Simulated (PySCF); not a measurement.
## Ionisation energy of S⁺ by level of theory

S⁺ [Ne] 3s2 3p3 (4S) → S²⁺ [Ne] 3s2 3p2 (3P), as a difference of total energies. Calculation: PySCF 2.14, in def2-QZVPPD (10s7p5d2f1g, 79 functions); the non-relativistic Hamiltonian (point nucleus). Correlated levels: valence and next inner shell: 1s2 frozen. The calculations carry no spin-orbit coupling.

Task: Order these methods by the ionisation energy they give, lowest first.
A. CCSD(T) (valence and next inner shell)
B. UHF
C. CCSD (valence and next inner shell)
D. SCS-MP2 (valence and next inner shell)

Result: B (22.723 eV), D (23.209 eV), C (23.314 eV), A (23.359 eV).

A first-order spin-orbit estimate (lowest level to lowest level, LS coupling) adds -0.061 eV.

Errors of the correlated levels include the incompleteness of this basis and the frozen core.

For comparison: 23.338 eV (measured; NIST Atomic Spectra Database, ionization energies).
